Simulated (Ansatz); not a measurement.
Name a neutral molecule of B, S and H with zero-point energy (PBE0-D4/def2-TZVP) between 77 and 93 kJ/mol and HOMO energy (PBE0/def2-TZVPP) between -7.75 and -7.45 eV (Ansatz, PBE0-D4/def2-TZVP geometry).

`SB(S)S` (88.1 kJ/mol, -7.55 eV); `SBS` (85.4 kJ/mol, -7.57 eV). Other molecules can fit too; these were computed, each in one conformer that needn't be the lowest.
